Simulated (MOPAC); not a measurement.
MOPAC input (AM1):

```
AM1 PRECISE GNORM=0.05 LET XYZ UHF MS=0.5 GEO-OK AUX(PRECISION=9) THREADS=1
C2H6BO2

C     1.80553300 1   -0.47250000 1    0.61360600 1
C     0.96135600 1   -0.37191100 1   -0.60669700 1
B    -0.48138900 1    0.13923500 1   -0.17261600 1
O    -0.75676800 1    1.47252700 1   -0.24854600 1
O    -1.45927800 1   -0.68938100 1    0.31884500 1
H     2.26674500 1    0.41042100 1    1.03330300 1
H     1.83618000 1   -1.38129900 1    1.19896000 1
H     0.88576700 1   -1.34223900 1   -1.10822600 1
H     1.38516100 1    0.34424700 1   -1.31558300 1
H    -1.63477600 1    1.68890400 1    0.08690200 1
H    -1.20509900 1   -1.61491500 1    0.36387100 1
```

From the output:

```
                                                       MOPAC v23.2.5 Linux

          FINAL HEAT OF FORMATION =       -150.54561 KCAL/MOL =    -629.88285 KJ/MOL

          COSMO AREA              =        111.87 SQUARE ANGSTROMS
          COSMO VOLUME            =         96.94 CUBIC ANGSTROMS

          GRADIENT NORM           =          0.04761          =       0.01435 PER ATOM
          IONIZATION POTENTIAL    =          9.510797 EV
          ALPHA SOMO LUMO (EV)    =         -9.511  2.502
          BETA  SOMO LUMO (EV)    =        -11.787  0.866
          NO. OF ALPHA ELECTRONS  =         15
          NO. OF BETA  ELECTRONS  =         14
          MOLECULAR WEIGHT        =         72.8782         POINT GROUP:  C1

          MOLECULAR DIMENSIONS (Angstroms)

            Atom       Atom       Distance
            H    10    H     7     5.33324
            H    11    H     9     3.40514
            H     8    H     6     2.55196

          SCF CALCULATIONS        =        139

   ATOM   CHEMICAL          X               Y               Z
  NUMBER   SYMBOL      (ANGSTROMS)     (ANGSTROMS)     (ANGSTROMS)

     1       C          1.71621876  *  -0.93511126  *   0.51216797  *
     2       C          1.04702135  *  -0.07043894  *  -0.44644562  *
     3       B         -0.44353847  *   0.23665885  *  -0.13905063  *
     4       O         -1.07939833  *   1.19483778  *  -0.84438026  *
     5       O         -1.24727390  *  -0.36171342  *   0.77749968  *
     6       H          1.59369603  *  -0.77937996  *   1.58495324  *
     7       H          2.39156352  *  -1.72122103  *   0.17366916  *
     8       H          1.04344558  *  -0.49796069  *  -1.47865757  *
     9       H          1.54664770  *   0.93306973  *  -0.47956547  *
    10       H         -1.98971708  *   1.23676005  *  -0.53218266  *
    11       H         -0.72226087  *  -1.02806620  *   1.22461052  *

                             CARTESIAN COORDINATES

   1    C        1.716218762    -0.935111258     0.512167973
   2    C        1.047021352    -0.070438945    -0.446445621
   3    B       -0.443538471     0.236658852    -0.139050633
   4    O       -1.079398330     1.194837784    -0.844380257
   5    O       -1.247273897    -0.361713422     0.777499684
   6    H        1.593696030    -0.779379957     1.584953244
   7    H        2.391563518    -1.721221033     0.173669162
   8    H        1.043445578    -0.497960685    -1.478657566
   9    H        1.546647697     0.933069733    -0.479565472
  10    H       -1.989717083     1.236760052    -0.532182665
  11    H       -0.722260870    -1.028066201     1.224610520

           Empirical Formula: C2 H6 O2 B  =    11 atoms

      MOLECULAR POINT GROUP   :   C1

          ALPHA EIGENVALUES
 -38.78366 -36.58148 -33.32047 -24.34978 -20.68020 -18.83509 -17.03053 -15.75416
 -14.45464 -14.33507 -13.73092 -13.26314 -12.46292 -11.85976  -9.51080   2.50153
   2.70790   3.83135   4.12507   4.33120   4.50939   4.81365   5.00236   5.03788
   7.17464   7.62773

           BETA EIGENVALUES
 -38.76173 -36.56933 -32.66914 -23.49822 -20.55999 -18.78135 -16.94924 -15.59252
 -14.37724 -14.24416 -13.51270 -12.93063 -12.45672 -11.78739   0.86607   2.58648
   2.76321   4.17700   4.44304   4.57642   4.66279   5.01787   5.25935   5.28758
   7.17722   7.65300

              NET ATOMIC CHARGES AND DIPOLE CONTRIBUTIONS

  ATOM NO.   TYPE          CHARGE      No. of ELECS.   s-Pop       p-Pop
    1          C          -0.271070        4.2711     1.28087     2.99020
    2          C          -0.192178        4.1922     1.20585     2.98633
    3          B           0.179210        2.8208     1.13212     1.68867
    4          O          -0.297195        6.2972     1.84173     4.45547
    5          O          -0.336971        6.3370     1.84364     4.49333
    6          H           0.108937        0.8911     0.89106
    7          H           0.117428        0.8826     0.88257
    8          H           0.108623        0.8914     0.89138
    9          H           0.120865        0.8791     0.87913
   10          H           0.230410        0.7696     0.76959
   11          H           0.231940        0.7681     0.76806
 DIPOLE           X         Y         Z       TOTAL
 POINT-CHG.     0.595    -0.507     0.225     0.814
 HYBRID         0.037    -0.440     0.456     0.635
 SUM            0.633    -0.947     0.682     1.327

          ATOMIC ORBITAL ELECTRON POPULATIONS

     Atom    s        px        py        pz
    1  C   1.28087   1.01184   0.99620   0.98216
    2  C   1.20585   0.98575   1.00236   0.99822
    3  B   1.13212   0.67592   0.51060   0.50215
    4  O   1.84173   1.27587   1.57296   1.60664
    5  O   1.84364   1.45148   1.51027   1.53158
    6  H   0.89106
    7  H   0.88257
    8  H   0.89138
    9  H   0.87913
   10  H   0.76959
   11  H   0.76806

                    (SZ)    =    0.500000
                    (S**2)  =    0.761683

          ATOMIC ORBITAL SPIN POPULATIONS

    Atom   Total    s     px     py     pz
         Atomic
    1  C  1.1118  0.061  0.575  0.421  0.054
    2  C -0.0981 -0.010 -0.028 -0.034 -0.025
    3  B  0.0291  0.014  0.012  0.002  0.001
    4  O  0.0007  0.000 -0.000  0.001 -0.001
    5  O  0.0023 -0.000  0.001  0.000  0.001
    6  H -0.0577 -0.058
    7  H -0.0579 -0.058
    8  H  0.0095  0.010
    9  H  0.0592  0.059
   10  H  0.0009  0.001
   11  H  0.0001  0.000

 **********************
 *                    *
 * JOB ENDED NORMALLY *
 *                    *
 **********************

 == MOPAC DONE ==
```

The geometry given is a B3LYP-D3(BJ)/def2-TZVP minimum.
